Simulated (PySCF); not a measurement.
Species: C3H14OSi3.
Bonds: C1–C2, C2–C3, C2–O4, O4–Si5, Si5–Si6, Si6–Si7. Hydrogens: H8, H9, H10 on C1; H11 on C2; H12, H13, H14 on C3; H15, H16 on Si5; H17, H18 on Si6; H19, H20, H21 on Si7.

Torsions of this conformer, `[CH3:1][CH:2]([CH3:3])[O:4][SiH2:5][SiH2:6][SiH3:7]`: C1–C2–O4–Si5 85°, C2–O4–Si5–Si6 179°, O4–Si5–Si6–Si7 21°.

The closed-shell ground state was solved at several levels (PySCF, density fitting, gas phase, non-relativistic). Isolated species at its PBE0-D3(BJ)/def2-SVP geometry (one conformer only).

| level | basis functions | total energy (Eh) | HOMO (eV) | LUMO (eV) | gap (eV) | dipole (D) |
| --- | --- | --- | --- | --- | --- | --- |
| KT3/pcSseg-1 | 210 | -1076.2946 | -6.66 | -1.11 | 5.55 | 1.32 |
| PBE0/pcSseg-1 | 210 | -1065.8171 | -7.80 | -0.34 | 7.46 | 1.43 |

Question: What might B3LYP/def2-SVPD (267 basis functions) give for the same quantities?

Answer: Total energy -1066.1375 Eh, HOMO -7.52 eV, LUMO -0.55 eV, gap 6.97 eV, dipole 1.35 D.

Question: Over all these levels, which gives the widest orbital gap and which the narrowest?

Answer: PBE0/pcSseg-1 (global hybrid, 25 % exact exchange) has the widest, 7.46 eV, and KT3/pcSseg-1 (GGA) the narrowest, 5.55 eV. The two share the basis. From the narrowest to the widest the HOMO moves by -1.14 eV and the LUMO by +0.77 eV.

Question: How far do the dipole and the HOMO energy spread over the levels?

Answer: The dipole runs from 1.32 to 1.43 D (mean 1.37 D) and the HOMO from -7.80 to -6.66 eV.
